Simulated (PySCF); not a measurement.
C7H13FO2.
Numbering: `[CH3:1][O:2][C@@H:3]1[CH2:4][CH2:5][C@H:6]([CH2:7][F:8])[CH2:9][O:10]1` (hydrogens: H11, H12, H13 on C1; H14 on C3; H15, H16 on C4; H17, H18 on C5; H19 on C6; H20, H21 on C7; H22, H23 on C9)

The same species was optimised twice, with GFN2-xTB and with PBE0-D3(BJ)/def2-SVP (PySCF), and the same property calculations (PySCF, gas phase) were run on both structures.

```tsv
coordinate	GFN2-xTB	PBE0-D3(BJ)/def2-SVP	change
C3–C4 (Å)	1.532	1.520	-0.012
C6–C7 (Å)	1.523	1.511	-0.012
C1–O2 (Å)	1.411	1.401	-0.010
C6–C9 (Å)	1.532	1.524	-0.008
O2–C3 (Å)	1.402	1.394	-0.008
C9–O10 (Å)	1.416	1.411	-0.005
C4–C5 (Å)	1.526	1.523	-0.003
C5–C6 (Å)	1.529	1.526	-0.003
C3–O10 (Å)	1.404	1.401	-0.003
C7–F8 (Å)	1.374	1.375	+0.001
C5–C6–C9 (°)	108.5	109.5	+1.0
C3–O10–C9 (°)	113.1	114.2	+1.1
C4–C5–C6 (°)	109.1	110.1	+1.0
C3–C4–C5 (°)	110.0	110.8	+0.8
C7–C6–C9 (°)	110.8	111.4	+0.6
C5–C6–C7 (°)	111.0	111.5	+0.5
O2–C3–O10 (°)	112.4	112.0	-0.4
C1–O2–C3 (°)	113.8	114.2	+0.4
C1–O2–C3–C4 (°)	-170	-175	-5
C5–C6–C7–F8 (°)	177	180	+3
```

Rotational constants: A = 2542, B = 772.2, C = 691.7 MHz (GFN2-xTB) against A = 2479, B = 793.0, C = 704.5 MHz (PBE0-D3(BJ)/def2-SVP). Point groups within 0.08 Å: C1 and C1.

On the GFN2-xTB structure: HOMO (eV) -7.60 [PBE0/pcSseg-1]; LUMO (eV) 1.46 [PBE0/pcSseg-1]; dipole (D) 1.92 [PBE0/pcSseg-1]; GIAO shielding of C1 (ppm) 130.4 [PBE0/pcSseg-1]; GIAO shielding of O2 (ppm) 278.9 [PBE0/pcSseg-1]; GIAO shielding of C3 (ppm) 85.7 [PBE0/pcSseg-1]; GIAO shielding of C4 (ppm) 152.9 [PBE0/pcSseg-1]; GIAO shielding of C5 (ppm) 164.9 [PBE0/pcSseg-1]; GIAO shielding of C6 (ppm) 146.0 [PBE0/pcSseg-1]; GIAO shielding of C7 (ppm) 98.0 [PBE0/pcSseg-1]; GIAO shielding of F8 (ppm) 425.0 [PBE0/pcSseg-1].

Problem. What do these properties become on the PBE0-D3(BJ)/def2-SVP structure?

Solution. 
| property | level | on GFN2-xTB | on PBE0-D3(BJ)/def2-SVP | change |
| --- | --- | --- | --- | --- |
| HOMO (eV) | PBE0/pcSseg-1 | -7.60 | -7.63 | -0.03 |
| LUMO (eV) | PBE0/pcSseg-1 | 1.46 | 1.40 | -0.06 |
| dipole (D) | PBE0/pcSseg-1 | 1.92 | 1.84 | -0.08 |
| energy, GFN2-xTB geometry as zero (kcal/mol) | PBE0/pcSseg-1 | 0.0 | -0.4 | -0.4 |
| GIAO shielding of C1 (ppm) | PBE0/pcSseg-1 | 130.4 | 130.2 | -0.2 |
| GIAO shielding of O2 (ppm) | PBE0/pcSseg-1 | 278.9 | 280.2 | +1.3 |
| GIAO shielding of C3 (ppm) | PBE0/pcSseg-1 | 85.7 | 86.9 | +1.2 |
| GIAO shielding of C4 (ppm) | PBE0/pcSseg-1 | 152.9 | 153.1 | +0.2 |
| GIAO shielding of C5 (ppm) | PBE0/pcSseg-1 | 164.9 | 164.1 | -0.8 |
| GIAO shielding of C6 (ppm) | PBE0/pcSseg-1 | 146.0 | 147.2 | +1.2 |
| GIAO shielding of C7 (ppm) | PBE0/pcSseg-1 | 98.0 | 97.6 | -0.4 |
| GIAO shielding of F8 (ppm) | PBE0/pcSseg-1 | 425.0 | 424.7 | -0.3 |

The heavy atoms differ by 0.051 Å rms after alignment. Among bonds between heavy atoms C3–C4 and C6–C7 change most and about equally (-0.012 Å). Changes are differences of the printed values. Neither structure is proved a minimum here.
